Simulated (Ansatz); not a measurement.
Several settings on one geometry of the cluster Li5H4 (that of the charge 0 doublet, PBE-D4/def2-TZVP). Ansatz on 4 threads of Arm Neoverse V2 on a shared host; times are rough.

```csv
atom,x (Å),y (Å),z (Å)
Li1,1.6413,-1.2307,0.2315
Li2,-0.9129,-1.8061,-0.3787
Li3,-1.3937,1.0176,-1.1779
Li4,1.2055,1.6027,-0.5715
Li5,-0.4096,0.6961,1.0707
H6,-1.6124,-0.2659,0.0654
H7,1.3828,0.4128,0.7682
H8,-0.4408,2.0866,-0.1386
H9,0.5398,-2.5131,0.1308
```

Totals from different functionals, basis sets or treatments of relativity can't be compared as stabilities.

The 6-31G sets use Cartesian d functions. Correlated methods freeze no core orbitals; core or outer-core shells of Li are correlated, in sets that lack core-valence functions.

The spins typed aren't always the lowest for that charge.

Task: Give the basis size and estimate the energy, ⟨S²⟩ and time of these runs.

```csv
run,method,charge,state,further keys
1,UKS B2GP-PLYP/def2-mTZVPP,0,doublet,scf: {omitted_lower_state_checks: [starts]}; forces asked
2,UKS r2SCAN0-D3(BJ)/6-31G*,0,quartet,–
3,RKS ωB97/STO-3G,1,singlet,scf: {omitted_lower_state_checks: [starts]}
```

Result: 
```csv
run,functions,energy (Eh),⟨S²⟩,wall time
1,75,-39.9328,0.75,3 s
2,83,-39.8010,3.76,12 s
3,29,-39.2548,–,1.1 s
```
